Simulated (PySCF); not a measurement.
First SCF of a structure search on quartet MnS(OH)₂, at a hand-made trigonal planar (heavy-atom frame) geometry. PySCF input:

```python
from pyscf import gto, scf, dft
mol = gto.M(atom='''
Mn     0.000000     0.000000     0.000000
S     -0.995000    -1.723400     0.000000
O      1.820000     0.000000     0.000000
O     -0.910000     1.576200     0.000000
H      2.437100    -0.735400     0.000000
H     -0.581700     2.478300     0.000000''',
    basis={'Mn': 'def2-SVP', 'S': 'def2-SVP', 'O': 'def2-SVP', 'H': 'def2-SVP'},
    charge=0, spin=3)
mf = dft.UKS(mol, xc='PBE0')
mf.grids.atom_grid = (50, 194)
aux = {'Mn': 'def2-universal-JKFIT', 'S': 'def2-universal-JKFIT', 'O': 'def2-universal-JKFIT', 'H': 'def2-universal-JKFIT'}
mf = mf.density_fit(auxbasis=aux)
mf.conv_tol = 1e-08
mf.diis_space = 10
mf.max_cycle = 60
mf.init_guess = 'minao'
mf.verbose = 4
mf.kernel()
```

Excerpt of the output (cycles alone):

```
init E= -1698.68742381018
cycle= 1 E= -1690.97173800593  delta_E= 7.72  |g|= 2.87  |ddm|= 6.48
cycle= 2 E= -1660.75249825053  delta_E= 30.2  |g|= 6.57  |ddm|=   10
cycle= 3 E= -1685.84275043795  delta_E= -25.1  |g|= 4.41  |ddm|= 6.18
cycle= 4 E= -1687.28881514291  delta_E= -1.45  |g|= 4.47  |ddm|= 2.79
cycle= 5 E= -1690.10842234823  delta_E= -2.82  |g|= 4.13  |ddm|= 2.41
cycle= 6 E= -1689.72437088091  delta_E= 0.384  |g|= 4.17  |ddm|= 0.365
cycle= 7 E= -1689.54166156315  delta_E= 0.183  |g|= 4.18  |ddm|= 0.136
cycle= 8 E= -1689.5334393512  delta_E= 0.00822  |g|= 4.18  |ddm|= 0.0117
cycle= 9 E= -1689.4912752847  delta_E= 0.0422  |g|= 4.18  |ddm|= 0.0325
cycle= 10 E= -1688.85995000813  delta_E= 0.631  |g|= 4.23  |ddm|= 0.238
cycle= 11 E= -1688.6641424335  delta_E= 0.196  |g|= 4.26  |ddm|= 0.282
cycle= 12 E= -1644.50927513015  delta_E= 44.2  |g|= 7.86  |ddm|= 12.6
cycle= 13 E= -1695.56582951617  delta_E= -51.1  |g|= 2.57  |ddm|= 11.8
... 23 lines left out ...
cycle= 37 E= -1699.94117923806  delta_E= -7.89e-05  |g|= 0.00192  |ddm|= 0.036
cycle= 38 E= -1699.94125976451  delta_E= -8.05e-05  |g|= 0.000963  |ddm|= 0.0621
cycle= 39 E= -1699.94127130231  delta_E= -1.15e-05  |g|= 0.000635  |ddm|= 0.0213
cycle= 40 E= -1699.94127393199  delta_E= -2.63e-06  |g|= 0.000469  |ddm|= 0.0114
cycle= 41 E= -1699.94127435471  delta_E= -4.23e-07  |g|= 0.000115  |ddm|= 0.00333
cycle= 42 E= -1699.94127442289  delta_E= -6.82e-08  |g|= 7.05e-05  |ddm|= 0.00158
cycle= 43 E= -1699.94127443884  delta_E= -1.59e-08  |g|= 3.64e-05  |ddm|= 0.0011
cycle= 44 E= -1699.9412744405  delta_E= -1.66e-09  |g|= 2.58e-05  |ddm|= 0.000272
Extra cycle  E= -1699.94127443825  delta_E= 2.25e-09  |g|= 8.23e-05  |ddm|= 9.08e-05
converged SCF energy = -1699.94127443825  <S^2> = 4.5257598  2S+1 = 4.3707024
```

This is not the lowest solution: another start and a stability analysis within the same unrestricted form found one 23.8 kJ/mol lower, at -1699.95033 Eh.

Other spin states or occupations of the open shell can lie lower.

The search for the lowest solution, 3 starts and the stability check together, took 32 s on 2 threads of a shared Arm Neoverse V2 host, with 87 basis functions; the process peaked at 0.69 GiB. Launch command: `OMP_NUM_THREADS=2 python axn.py task.json out`.
